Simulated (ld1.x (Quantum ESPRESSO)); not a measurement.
Pseudopotential generation for Mg (Z = 12): ultrasoft, LDA (PZ), non-relativistic.

Input for ld1.x (Quantum ESPRESSO) 7.5:

```
&input
   title='Mg', zed=12., rel=0, dft='PZ', iswitch=3,
   config='[Ne] 3s1 3p0',
   nld=2, rlderiv=2.85, eminld=-3.0, emaxld=5.0, deld=0.02
 /
 &inputp
   pseudotype=3, tm=.true., lloc=-2, rcloc=1.70,
   nlcc=.false.,
   file_pseudopw='Mg.UPF', file_wfcaegen='ae.wfc', file_wfcncgen='nc.wfc', file_beta='beta', file_chi='chi', file_wfcusgen='us.wfc'
 /
4
3S  1  0   1.00   0.00  1.85  2.15  0.0
3S  1  0   0.00  -0.30  1.85  2.15  0.0
3P  2  1   0.00   0.00  2.20  2.60  0.0
3P  2  1   0.00   2.10  2.20  2.60  0.0
 &test
   configts(1)='3s1 3p0'
 /
```

Command:

```bash
ld1.x < Mg.in > Mg.out
```

Output (shortened: banner, matrices, multipoles, cross overlaps and the repeated all-electron block are left out):

```
Program LD1 v.7.5
     --------------------------- All-electron run ----------------------------

     Mg

     atomic number is 12.00
     dft =PZ   lsd =0 sic =0 latt =0  beta=0.20 tr2=1.0E-14
     Exchange-correlation= PZ
                           (   1   1   0   0   0   0   0)
     mesh =1129 r(mesh) = 100.99726 a.u. xmin = -7.00 dx = 0.01250
     1 Ry =  13.60569312 eV

     n l     nl                  e(Ry)          e(Ha)          e(eV)
     1 0     1S 1( 2.00)       -92.6254       -46.3127     -1260.2326
     2 0     2S 1( 2.00)        -6.4748        -3.2374       -88.0948
     2 1     2P 1( 6.00)        -4.1044        -2.0522       -55.8432
     3 0     3S 1( 1.00)        -0.8459        -0.4230       -11.5092
     3 1     3P 1( 0.00)        -0.5269        -0.2634        -7.1688

     final scf error:  9.6E-15 reached in  24 iterations

     Etot =    -397.672908 Ry,    -198.836454 Ha,   -5410.615556 eV

     Ekin =     396.525591 Ry,     198.262796 Ha,    5395.005513 eV
     Encl =    -947.476611 Ry,    -473.738306 Ha,  -12891.076012 eV
     Eh   =     183.787571 Ry,      91.893786 Ha,    2500.557291 eV
     Exc  =     -30.509460 Ry,     -15.254730 Ha,    -415.102349 eV

     normalization and overlap integrals

     s(1S/1S) =  1.000000  <r> =   0.1314  <r2> =    0.0233  r(max) =   0.0854
     s(2S/2S) =  1.000000  <r> =   0.7017  <r2> =    0.5932  r(max) =   0.5502
     s(2P/2P) =  1.000000  <r> =   0.6890  <r2> =    0.6099  r(max) =   0.4796
     s(3S/3S) =  1.000000  <r> =   2.7808  <r2> =    8.9256  r(max) =   2.3457
     s(3P/3P) =  1.000000  <r> =   3.4538  <r2> =   13.8628  r(max) =   2.9011

     ------------------------ End of All-electron run ------------------------

     --------------------- Generating US pseudopotential ---------------------

      Generating local potential from pseudized AE potential:
      Matching radius rcloc =   1.7000
      Enforcing V''(0)=0 (lloc=-2)

      Local pseudo, rcloc= 1.716 Estimated cut-off energy=    10.58 Ry

      Wfc   3S  rcut= 1.850  Using Troullier-Martins method
      Wfc-us  3S rcutus= 2.149  Estimated cut-off energy=     9.37 Ry

      Wfc   3S  rcut= 1.850  Using Troullier-Martins method
      Wfc-us  3S rcutus= 2.149  Estimated cut-off energy=    10.18 Ry

      Wfc   3P  rcut= 2.204  Using Troullier-Martins method
      Wfc-us  3P rcutus= 2.625  Estimated cut-off energy=    10.68 Ry

      Wfc   3P  rcut= 2.204  Using Troullier-Martins method
      Wfc-us  3P rcutus= 2.625  Estimated cut-off energy=    20.29 Ry

     ------------------- End of pseudopotential generation -------------------

     Computing logarithmic derivative in   2.84728
     Computing logarithmic derivative in   2.84728
     Computing the partial wave expansion
     R is outside the sphere for l=    0 j= 0.00
     R is outside the sphere for l=    0 j= 0.00
     R is outside the sphere for l=    1 j= 0.00
     R is outside the sphere for l=    1 j= 0.00

     ---------------------- Testing the pseudopotential ----------------------

     Mg

     atomic number is 12.00   valence charge is  2.00
     dft =PZ   lsd =0 sic =0 latt =0  beta=0.20 tr2=1.0E-14
     mesh =1129 r(mesh) = 100.99726 xmin = -7.00 dx = 0.01250

     n l     nl             e AE (Ry)        e PS (Ry)    De AE-PS (Ry)
     1 0     3S   1( 1.00)       -0.84591       -0.84591        0.00000
     2 1     3P   1( 0.00)       -0.52690       -0.52690        0.00000

     eps = 2.5E-26  iter =  1

     Etot =    -397.672908 Ry,    -198.836454 Ha,   -5410.615556 eV
     Etotps =    -1.083784 Ry,      -0.541892 Ha,     -14.745633 eV

     Ekin =       0.293043 Ry,       0.146522 Ha,       3.987054 eV
     Encl =      -1.708616 Ry,      -0.854308 Ha,     -23.246900 eV
     Ehrt =       0.323452 Ry,       0.161726 Ha,       4.400783 eV
     Ecxc =      -0.285291 Ry,      -0.142645 Ha,      -3.881575 eV
     Epseu=       0.293627 Ry,       0.146814 Ha,       3.995005 eV

     ---------------------- End of pseudopotential test ----------------------
```

Generation and configuration tests took about 1.5 s on one core of a shared server CPU.

Transferability test of the new file with ld1.x, input:

```
&input
   title='Mg', zed=12., rel=0, dft='PZ', iswitch=2,
   config='[Ne] 3s1 3p0'
 /
 &test
   file_pseudo='Mg.UPF', nconf=8,
   configts(1)='3s1 3p0',
   configts(2)='3s2 3p0',
   configts(3)='3s1.5 3p0',
   configts(4)='3s1 3p1',
   configts(5)='3s0 3p2',
   configts(6)='3s0 3p1',
   configts(7)='3s1 3p0', lsdts(7)=1,
   configts(8)='3s1.5 3p0', lsdts(8)=1
 /
```

```bash
ld1.x < Mg.test.in > Mg.test.out
```

Pseudopotential blocks of its output, shortened (energy terms left out):

```
     ---------------------- Testing the pseudopotential ----------------------

     n l     nl             e AE (Ry)        e PS (Ry)    De AE-PS (Ry)
     1 0     3S   1( 1.00)       -0.84591       -0.84591        0.00000
     2 1     3P   1( 0.00)       -0.52690       -0.52690        0.00000

     eps = 3.2E-23  iter =  1

     Etot =    -397.672908 Ry,    -198.836454 Ha,   -5410.615556 eV
     Etotps =    -1.083784 Ry,      -0.541892 Ha,     -14.745633 eV

     ---------------------- End of pseudopotential test ----------------------

          ---------------------- Testing the pseudopotential ----------------------

     n l     nl             e AE (Ry)        e PS (Ry)    De AE-PS (Ry)
     1 0     3S   1( 2.00)       -0.35134       -0.35401        0.00267
     2 1     3P   1( 0.00)       -0.10176       -0.10123       -0.00053

     eps = 3.3E-15  iter =  7

     Etot =    -398.265417 Ry,    -199.132708 Ha,   -5418.677041 eV
     Etotps =    -1.678677 Ry,      -0.839339 Ha,     -22.839565 eV
     dEtot_ae =      -0.592508 Ry
     dEtot_ps =      -0.594893 Ry,   Delta E=       0.002385 Ry

     ---------------------- End of pseudopotential test ----------------------

          ---------------------- Testing the pseudopotential ----------------------

     n l     nl             e AE (Ry)        e PS (Ry)    De AE-PS (Ry)
     1 0     3S   1( 1.50)       -0.58943       -0.59232        0.00289
     2 1     3P   1( 0.00)       -0.30294       -0.30355        0.00061

     eps = 8.5E-15  iter =  9

     Etot =    -398.031151 Ry,    -199.015575 Ha,   -5415.489692 eV
     Etotps =    -1.442947 Ry,      -0.721473 Ha,     -19.632291 eV
     dEtot_ae =      -0.358242 Ry
     dEtot_ps =      -0.359163 Ry,   Delta E=       0.000920 Ry

     ---------------------- End of pseudopotential test ----------------------

          ---------------------- Testing the pseudopotential ----------------------

     n l     nl             e AE (Ry)        e PS (Ry)    De AE-PS (Ry)
     1 0     3S   1( 1.00)       -0.42295       -0.42391        0.00096
     2 1     3P   1( 1.00)       -0.15670       -0.15652       -0.00018

     eps = 6.0E-15  iter =  8

     Etot =    -398.007659 Ry,    -199.003829 Ha,   -5415.170067 eV
     Etotps =    -1.418660 Ry,      -0.709330 Ha,     -19.301853 eV
     dEtot_ae =      -0.334750 Ry
     dEtot_ps =      -0.334876 Ry,   Delta E=       0.000126 Ry

     ---------------------- End of pseudopotential test ----------------------

          ---------------------- Testing the pseudopotential ----------------------

     n l     nl             e AE (Ry)        e PS (Ry)    De AE-PS (Ry)
     1 0     3S   1( 0.00)       -0.47949       -0.47616       -0.00333
     2 1     3P   1( 2.00)       -0.19844       -0.19773       -0.00071

     eps = 1.6E-16  iter = 10

     Etot =    -397.733738 Ry,    -198.866869 Ha,   -5411.443190 eV
     Etotps =    -1.145268 Ry,      -0.572634 Ha,     -15.582164 eV
     dEtot_ae =      -0.060830 Ry
     dEtot_ps =      -0.061484 Ry,   Delta E=       0.000654 Ry

     ---------------------- End of pseudopotential test ----------------------

          ---------------------- Testing the pseudopotential ----------------------

     n l     nl             e AE (Ry)        e PS (Ry)    De AE-PS (Ry)
     1 0     3S   1( 0.00)       -0.90250       -0.89249       -0.01001  !
     2 1     3P   1( 1.00)       -0.57893       -0.57475       -0.00418

     eps = 3.2E-15  iter =  9

     Etot =    -397.351894 Ry,    -198.675947 Ha,   -5406.247937 eV
     Etotps =    -0.765298 Ry,      -0.382649 Ha,     -10.412405 eV
     dEtot_ae =       0.321014 Ry
     dEtot_ps =       0.318486 Ry,   Delta E=       0.002528 Ry

     ---------------------- End of pseudopotential test ----------------------

          ---------------------- Testing the pseudopotential ----------------------

     n l     nl             e AE (Ry)        e PS (Ry)    De AE-PS (Ry)
     1 0     3S   1( 1.00)       -0.88029       -0.88653        0.00624  !
     2 1     3P   1( 0.00)       -0.55495       -0.55763        0.00268
     1 0     3S   2( 0.00)       -0.76421       -0.69677       -0.06744  !
     2 1     3P   2( 0.00)       -0.45456       -0.41639       -0.03817  !

     eps = 2.2E-15  iter =  7

     Etot =    -397.696437 Ry,    -198.848218 Ha,   -5410.935674 eV
     Etotps =    -1.113968 Ry,      -0.556984 Ha,     -15.156305 eV
     dEtot_ae =      -0.023528 Ry
     dEtot_ps =      -0.030184 Ry,   Delta E=       0.006656 Ry

     ---------------------- End of pseudopotential test ----------------------

          ---------------------- Testing the pseudopotential ----------------------

     n l     nl             e AE (Ry)        e PS (Ry)    De AE-PS (Ry)
     1 0     3S   1( 1.00)       -0.60442       -0.60988        0.00546  !
     2 1     3P   1( 0.00)       -0.31431       -0.31604        0.00173
     1 0     3S   2( 0.50)       -0.57067       -0.56972       -0.00095
     2 1     3P   2( 0.00)       -0.28871       -0.28757       -0.00114

     eps = 3.3E-15  iter = 10

     Etot =    -398.035338 Ry,    -199.017669 Ha,   -5415.546654 eV
     Etotps =    -1.447918 Ry,      -0.723959 Ha,     -19.699923 eV
     dEtot_ae =      -0.362429 Ry
     dEtot_ps =      -0.364134 Ry,   Delta E=       0.001705 Ry

     ---------------------- End of pseudopotential test ----------------------
```
